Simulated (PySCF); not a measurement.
AlH6P3, SMILES [PH2][Al]([PH2])[PH2]. Atoms are numbered in the order given.

```xyz
10

Al    -0.0245     0.0059     0.0000
P     -0.1156    -2.3254     0.0000
H      0.8436    -2.4554     1.0519
H      0.8436    -2.4554    -1.0519
P      0.1229     1.1632    -2.0196
H     -0.8781     2.1208    -1.6682
H     -0.7832     0.2878    -2.6947
P      0.1229     1.1632     2.0196
H     -0.7832     0.2878     2.6947
H     -0.8781     2.1208     1.6682
```
Charge 0, spin multiplicity 1.

Geometry: PBE0-D3(BJ)/def2-SVP. Other conformers were not sampled.

Two levels are set side by side: PBE/pcSseg-1 (PySCF) and PBE0/pcSseg-1 (PySCF). GIAO shifts against PH3 (³¹P), TMS (¹H) at the same level; non-relativistic, no solvent, atoms listed together averaged. Differences are taken from unrounded values.

```tsv
quantity	PBE0	PBE	PBE minus PBE0
δ(¹H) of H3, H4, H6, H7, H9, H10 (ppm)	2.01	2.09	0.08
```

Rough cost on one machine, each run with all the roots and properties that it gave: PBE0 against PBE within a factor of 2.
